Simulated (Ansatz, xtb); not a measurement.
Molecule: TeF3 (charge +1, singlet). It need not be the lowest isomer of its formula. SMILES: F[Te+](F)F
Coordinates optimised at B3LYP-D3(BJ)/def2-TZVP (Ansatz, a quantum-chemistry and plane-wave program):
```
Te
F 1 1.8267
F 1 1.8267 2 95.54
F 1 1.8267 2 95.54 3 96.13
```
Charge +1, spin multiplicity 1.

Harmonic wavenumbers from GFN2-xTB (xtb, at its own minimum), cm⁻¹: 148, 148, 185, 494, 494, 533.

Q: Give the harmonic wavenumbers at B3LYP-D3(BJ)/def2-TZVP (Ansatz, finite differences of forces, unscaled).

A: 220, 220, 266, 732, 732, 741 cm⁻¹. Zero-point energy 4.2 kcal/mol.

Q: From these and the geometry, give the ideal-gas thermochemistry at 298.15 K and 1 atm (rigid rotor, harmonic oscillator).

A: Point group C3v, rotational symmetry number 3. Rotational constants 4.819, 4.819, 3.635 GHz. S(trans) 41.55, S(rot) 23.56, S(vib) 6.35, S(elec, spin only) 0.00, S 71.5 cal/(mol K). H(298) - H(0) 3.51 kcal/mol; G - E(el) -13.6 kcal/mol.
